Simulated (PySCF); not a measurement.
Al(H)(Cl)2(OH2), H3AlCl2O, singlet, CAM-B3LYP/def2-SVP optimised geometry.

```
7

Al    -0.61    -0.37     0.00
H     -1.35    -1.56     0.70
Cl     1.53    -0.37     0.00
Cl    -1.53     1.56     0.00
O     -0.76    -0.61    -1.95
H      0.13    -0.67    -2.34
H     -1.20     0.17    -2.34
```

Density from CAM-B3LYP/def2-TZVP (PySCF) at that geometry.

Minimum of the electron density along straight lines between bonded atoms, close to the bond critical point (lines longer than 1.1 times the sum of covalent radii, or with two minima, are not listed):

| bond | length / Å | ρ at the minimum / e bohr⁻³ | ∇²ρ there / e bohr⁻⁵ | position (fraction from the first atom) |
|---|---|---|---|---|
| Al1–H2 | 1.564 | (withheld) | (withheld) | 0.51 |
| Al1–Cl3 | 2.135 | 0.070 | 0.27 | 0.38 |
| Al1–Cl4 | 2.134 | 0.070 | 0.27 | 0.38 |
| Al1–O5 | 1.974 | 0.053 | (withheld) | 0.42 |
| O5–H6 | 0.973 | 0.343 | -2.39 | 0.82 |
| O5–H7 | 0.973 | 0.343 | -2.39 | 0.82 |

Task: What belongs in the gaps?

Result: 
- Al1–H2, ρ at the minimum / e bohr⁻³: 0.088
- Al1–H2, ∇²ρ there / e bohr⁻⁵: 0.21
- Al1–O5, ∇²ρ there / e bohr⁻⁵: 0.30
